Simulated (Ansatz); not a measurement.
## Worked example: C3H6F2 + C2H8OSi2 → C3H7FO + C2H7FSi2

Gas-phase species: C3H6F2 `CC(F)CF`, singlet; C2H8OSi2 `C=C[SiH2][SiH2]O`, singlet; C3H7FO `CC(O)CF`, singlet; C2H7FSi2 `C=C[SiH2][SiH2]F`, singlet. The partners trade F for OH: C–F and Si–OH bonds give way to C–OH and Si–F.

Shapes, held fixed at every level: PBE0-D4/def2-TZVP. Flexible molecules stand in one conformer, not always the lowest. Programs: Ansatz 0.2.0. Electronic energies: no zero-point or thermal term.

At CCSD(T)/CBS estimate; 1 Eh = 2625.50 kJ/mol:

```
 species  energy (Eh)
  C3H6F2  -317.346508
C2H8OSi2  -734.265412
  C3H7FO  -293.330574
C2H7FSi2  -758.298565
```

Q: Work out ΔE of the reaction at this level.

A: 
1. Products less reactants: (-293.330574) + (-758.298565) − [(-317.346508) + (-734.265412)] = -0.017219 Eh = -45.2 kJ/mol.

Other levels give -46.1 (MP2/def2-TZVPP) to -38.8 kJ/mol (PBE-D4/def2-TZVPP). No measured value is set beside it here. The CBS estimate extrapolates MP2 from def2-TZVPP and def2-QZVPP and adds CCSD(T) − MP2 in the triple-zeta set, cores frozen.
